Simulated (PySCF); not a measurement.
C₈H₁₆Si.
InChI=1S/C8H16Si/c1-2-7-5-8(9-7)6-3-4-6/h6-8H,2-5,9H2,1H3/t7-,8+/m1/s1

Level of theory: TDDFT wB97X-D/def2-SVPD, vertical, gas phase, core orbitals frozen in the response (PySCF 2.14.0, density-fitted response routines). The structure is a single PBE0-D3(BJ)/def2-SVP conformer in the gas phase; no vibrational or solvent corrections. Torsions of this conformer, `[CH3:1][CH2:2][C@@H:3]1[CH2:4][C@@H:5]([CH:6]2[CH2:7][CH2:8]2)[SiH2:9]1`: C1–C2–C3–C4 -64°, C4–C5–C6–C7 154°.

Orbital energies (eV): HOMO-3 -10.35, HOMO-2 -9.88, HOMO-1 -9.38, HOMO -9.32, LUMO 1.98, LUMO+1 2.39, LUMO+2 2.58.

Computed singlets:

```csv
state,E (eV),f
S1,6.87,0.027
S2,7.22,0.039
S3,7.76,0.028
S4,7.83,0.016
S5,7.87,0.0074
S6,7.98,0.0089
S7,8.00,0.0039
S8,8.13,0.024
S9,8.14,0.018
S10,8.23,0.043
```

**Question.** Which orbital pair leads each of S1 and S2, and how does its energy difference Δε compare with the excitation energy?

**Answer.** 

| state | leading configuration | weight | Δε (eV) | E (eV) | E − Δε (eV) | f | other configurations |
| --- | --- | --- | --- | --- | --- | --- | --- |
| S1 | HOMO→LUMO | 0.76 | 11.30 | 6.87 | -4.43 | 0.027 | H-1→L (10%) |
| S2 | HOMO-1→LUMO | 0.76 | 11.36 | 7.22 | -4.14 | 0.039 | H→L (11%) |

E − Δε runs from -4.43 to -4.14 eV. Among themselves, these states come in the order of their orbital differences.

H and L stand for HOMO and LUMO. The other states: S3 7.76 eV, f 0.028, H→L+1 (50%), H→L+2 (19%), H→L+5 (9%); S4 7.83 eV, f 0.016, H-1→L+1 (50%), H-1→L+5 (9%); S5 7.87 eV, f 0.0074, H-2→L (45%), H→L+2 (10%); S6 7.98 eV, f 0.0089, H→L+3 (24%), H-2→L (11%), H→L+4 (11%); S7 8.00 eV, f 0.0039, H-1→L+3 (30%), H-1→L+4 (13%), H-1→L+7 (9%); S8 8.13 eV, f 0.024, H-1→L+2 (49%), H→L+2 (12%); S9 8.14 eV, f 0.018, H→L+2 (18%), H-2→L+4 (15%), H→L+4 (13%); S10 8.23 eV, f 0.043, H→L+2 (16%), H-4→L (13%), H-3→L (13%).

Triplets, Tamm–Dancoff:

| state | E (eV) | λ (nm) | main configurations (H = HOMO, L = LUMO) |
| --- | --- | --- | --- |
| T1 | 6.51 | 190.4 | H→L (60%), H-1→L (16%) |
| T2 | 6.60 | 188.0 | H-1→L (59%), H→L (19%) |
| T3 | 7.45 | 166.3 | H→L+3 (25%), H→L+7 (12%), H→L+1 (11%) |
| T4 | 7.56 | 163.9 | H-1→L+3 (19%), H-1→L+4 (18%), H-1→L+1 (8%) |

Summed over the main configurations (up to three a state, each over 8%) of all 10 singlets, the electron leaves HOMO with weight 2.69, HOMO-1 with weight 2.46, HOMO-2 with weight 0.70 and HOMO-4 with weight 0.13.

All these states lie below the vertical ionisation energy of 9.35 eV (ΔSCF).

Without π bonds the low states are Rydberg-like; a valence basis with one diffuse set may place them up to an eV too high.
